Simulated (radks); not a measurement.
Values are calculated unless marked as measured or tabulated.
Question: These are the eigenvalues of the occupied orbitals of an atom or ion with whole-number occupations (hartree). Level of theory: Dirac Kohn-Sham, exchange-only PBE, spin-unpolarised, spherical densities, finite nucleus; Fermi nuclear charge, rms radius of each element as measured or else 0.836 A^(1/3) + 0.57 fm (a radial shooting solver on a logarithmic mesh with Libxc functionals).

orbital  eigenvalue
1s1/2     -3221.405
2s1/2     -640.3156
2p1/2     -618.2529
2p3/2     -542.2627
3s1/2     -212.0117
3p1/2     -202.2618
3p3/2     -184.8250
3d3/2     -169.0591
3d5/2     -165.2958
4s1/2     -98.78348
4p1/2     -94.52989
4p3/2     -88.88057

Which element is it, and in what charge state? The configuration may be excited. Open shells, if any, fill j = l - 1/2 first.

Answer: Z = 81, thallium, charge +45: Tl45+ in [Kr]. The list shows which subshells hold electrons but not how many an open one holds; the 1s level, -3221.4 hartree, gives Z - s = 80.3 by -(Z - s)^2/2, which with screening and relativity narrows Z to a few neighbours, and the depths of the outer levels then fix element, charge and occupations together.
